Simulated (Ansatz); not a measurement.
A made-up structure of CHISi, closed shell:

| atom | x (Å) | y (Å) | z (Å) |
| --- | --- | --- | --- |
| C1 | -0.2071 | 0.8567 | -0.5237 |
| Si2 | 1.3061 | -2.0248 | 1.1597 |
| I3 | -0.3909 | -0.5178 | 0.3669 |
| H4 | -0.7082 | 1.6859 | -1.0029 |

It is relaxed with PBE-D4/def2-SVP and then PBE0-D4/def2-TZVP (Ansatz 0.2.0). Atoms count as bonded within 1.22 times the sum of their covalent radii (H–H: 0.88 Å). The end point is not checked to be a true minimum.

Task: Does its bonding change? (A judgement: the text doesn't fix the answer.)

Result: Computed: No: no bond forms or breaks.

Where it ends: The first stage lowers the energy by 2.70 eV in 8 steps. It ends as CHISi ([CH][I][Si]):
C1  (0.056, 1.209, -0.772)
Si2  (1.189, -2.197, 1.280)
I3  (-0.221, -0.493, 0.334)
H4  (-1.024, 1.481, -0.843)
(Å)

Labels in which every atom is bracketed show which atoms are joined, not bond orders.

For scale, one of the runs: PBE0-D4/def2-TZVP relaxation, 124 basis functions, launched by `ansatz run in.yaml --threads 2 --pin off --events-out ev --progress --plain --max-ram 4352MiB`. The run took about 22 s on 2 CPU threads of an Arm Neoverse V2 (shared host).
